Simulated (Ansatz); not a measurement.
Ansatz (a quantum-chemistry and plane-wave program) input (B2GP-PLYP/def2-TZVPD):

Ansatz 0.2 input:
```yaml
crystal:
  periodic: [false, false, false]
  atoms:
    - {symbol: F, position_ang: [-0.00000000, -0.00000000, -1.93506175]}
    - {symbol: Hg, position_ang: [0.00000000, 0.00000000, 0.00000000]}
    - {symbol: F, position_ang: [0.00000000, 0.00000000, 1.93506175]}
basis:
  gaussian:
    orbitals: def2-TZVPD
hamiltonian:
  xc: {name: B2GP-PLYP}
magnetization: {spin_polarized: false}
correlation: {electrons: outside_noble_gas}
```

Output:

```
Functional definition: B2GP-PLYP
integrals: 0.09 GiB planned
903 factors; integrals over basis functions are off by at most 7.0e-4 eV
mean field: 0.45 GiB planned
mean field evaluation 1: about -9587.5497 eV, gradient 5.0e1 eV
mean field evaluation 2: about -9587.6932 eV, gradient 5.0e1 eV
mean field evaluation 4: about -9591.6488 eV, gradient 1.7e0 eV
mean field evaluation 8: about -9591.6671 eV, gradient 2.4e-1 eV
mean field evaluation 16: about -9591.6673 eV, gradient 4.6e-5 eV
mean field -9591.66728706 eV, -352.4872713338 hartree, gradient 3.7e-6 eV, S^2 0.000000; 0 other end points of the search recorded, 0 dependent functions left out
6 core orbitals not correlated
reference -9591.66740197 eV, -352.4872755567 hartree; 13, 13 occupied and 107, 107 virtual orbitals, 903 factors
second order -26.40354636 eV of doubles, -0.00000000 eV of singles
Total energy: -9601.17267866 eV, -352.8365880322 hartree
```
